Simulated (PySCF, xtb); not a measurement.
C3Si, SMILES [C]1[c+]2[c+]1[si-2]2 (connectivity only; charge and spin as stated), neutral, multiplicity 1.

GFN2-xTB (xtb 6.7.1) at its own geometry gives an orbital gap of 1.61 eV and a dipole moment of 5.07 D.

The structure is a stationary point at r2SCAN-D4/def2-TZVP.

Question: What does PySCF with PBE/def2-TZVPD give? (Estimate from the structure and the level; the computed values follow.)

Answer: gap 0.80 eV (levels -5.62 and -4.82 eV), dipole 3.96 D.
